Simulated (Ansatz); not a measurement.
This geometry of CH₅NSSi (9 atoms, charge 0, multiplicity 1) is a first-order saddle point.

Theory: Ansatz 0.2.0, RHF/cc-pVDZ.

```xyz
9
Properties=species:S:1:pos:R:3
C -0.045 0.731 -1.029
N 0.427 -0.350 -0.168
Si -0.144 -0.752 1.369
S -1.571 0.140 2.358
H -1.098 0.605 -1.284
H 0.074 1.702 -0.548
H 0.531 0.735 -1.953
H 1.170 -0.899 -0.555
H 0.656 -1.913 1.811
```

Problem. Which two structures does it join? (They come from a converged band through this point; their orientation in space is the band's.)

Solution. No bond is made or broken. The dihedral H7–C1–N2–Si3 goes from 119 to -120°. The two ends are copies of one structure, up to a mirror image or an exchange of like atoms.

Initial state:

```xyz
9
Properties=species:S:1:pos:R:3
C -0.072 0.702 -1.056
N 0.313 -0.424 -0.217
Si -0.056 -0.677 1.411
S -1.099 0.479 2.589
H -0.659 0.368 -1.914
H -0.677 1.395 -0.476
H 0.807 1.237 -1.422
H 0.866 -1.117 -0.685
H 0.576 -1.964 1.768
```

Final state:

```xyz
9
Properties=species:S:1:pos:R:3
C -0.041 0.726 -1.040
N 0.451 -0.315 -0.150
Si -0.157 -0.758 1.361
S -1.683 0.015 2.303
H -0.910 1.204 -0.593
H 0.721 1.490 -1.210
H -0.337 0.309 -2.005
H 1.249 -0.811 -0.498
H 0.708 -1.860 1.832
```

Problem. How far does it lie above each of them?

Solution. 0.064 eV above the first and 0.064 eV above the second. This is the barrier of this one path; another mechanism may lie lower.

The run took 2.1 min on 1 thread of Arm Neoverse V1, on a shared host, peak memory 0.17 GiB.
